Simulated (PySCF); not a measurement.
C₄H₁₀OSi, SMILES C[SiH2]C1COC1.

Geometry optimised at PBE0-D3(BJ)/def2-SVP. This is a generated structure with no PubChem entry under its InChIKey; it may be hypothetical. One conformer was computed; it need not be the lowest.

Level of theory: TDA-PBE/def2-SVPD (PySCF).

Vertical excitations. Isolated molecule, no solvent.

| state | energy (eV) | λ (nm) | f | main pairs |
|---|---|---|---|---|
| S1 | 5.38 | 231 | 0.002 | HOMO→LUMO 100 % |
| S2 | 5.65 | 220 | 0.007 | HOMO→LUMO+1 100 % |
| S3 | 6.06 | 205 | 0.001 | HOMO→LUMO+2 97 % |
| S4 | 6.35 | 195 | 0.001 | HOMO→LUMO+3 94 % |
| S5 | 6.40 | 194 | 0.009 | HOMO→LUMO+4 92 % |
| S6 | 6.55 | 189 | 0.009 | HOMO→LUMO+5 95 % |
| T1 | 5.32 | 233 | 0 | HOMO→LUMO 100 % |
| T2 | 5.55 | 223 | 0 | HOMO→LUMO+1 99 % |
Triplets are in the Tamm–Dancoff approximation.
